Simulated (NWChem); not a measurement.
Molecule: phosphorus nitride (PN); SMILES P#N

```xyz
2

N      0.0000     0.0000     1.0049
P      0.0000     0.0000    -0.4745
```
Atoms are numbered in this order, from 1.

Computed with NWChem. Structure relaxed at the PBE0-D3(BJ)/def2-TZVP level. B3LYP is NWChem's, with the RPA form of VWN correlation. Core excitations by TDA in a window of 1s orbitals, non-relativistic and unshifted: absolute energies depend strongly on the exact-exchange share.

```
level                          first 1s excitation (eV)  dipole oscillator strength of the first  first state with f > 0.002 (eV)  dipole oscillator strength of that state
-----------------------------  ------------------------  ---------------------------------------  -------------------------------  ----------------------------------------
P K edge, BHandHLYP/cc-pVTZ                           ?                                        ?                                ?                                         ?
P K edge, B3LYP/cc-pVTZ                          2094.0                                   0.0045                           2094.0                                    0.0045
N K edge, BHandHLYP/def2-TZVP                     395.4                                   0.0601                            395.4                                    0.0601
N K edge, PBE0/cc-pVTZ                            387.0                                   0.0461                            387.0                                    0.0461
```

Q: What belongs in the gaps?

A: 
- P K edge, BHandHLYP/cc-pVTZ, first 1s excitation (eV): 2121.2
- P K edge, BHandHLYP/cc-pVTZ, dipole oscillator strength of the first: 0.0062
- P K edge, BHandHLYP/cc-pVTZ, first state with f > 0.002 (eV): 2121.2
- P K edge, BHandHLYP/cc-pVTZ, dipole oscillator strength of that state: 0.0062
